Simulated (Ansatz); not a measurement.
Species: C2H6OSi, SMILES `C=[Si](C)O` (C–Si–O–H torsion 0°) (charge 0, multiplicity 1).

Problem. Give a relaxed geometry from Ansatz (an electronic-structure program) with B3LYP-D3(BJ)/def2-TZVP.

Solution. This is not unique; one that fits is the end point of this relaxation, one of several conformers (outside a Z-matrix the atoms follow the SMILES, hydrogens last).
Z-matrix (Å, degrees):
```
Si
O 1 1.6428
H 2 0.9616 1 117.61
C 1 1.6931 2 125.09 3 -0.07
H 4 1.0816 1 124.23 2 0.13
H 4 1.0824 5 115.77 1 179.98
C 1 1.8513 2 107.86 3 179.93
H 7 1.0898 1 109.95 2 -179.79
H 7 1.0914 8 108.77 1 121.42
H 7 1.0914 8 108.78 9 117.08
```
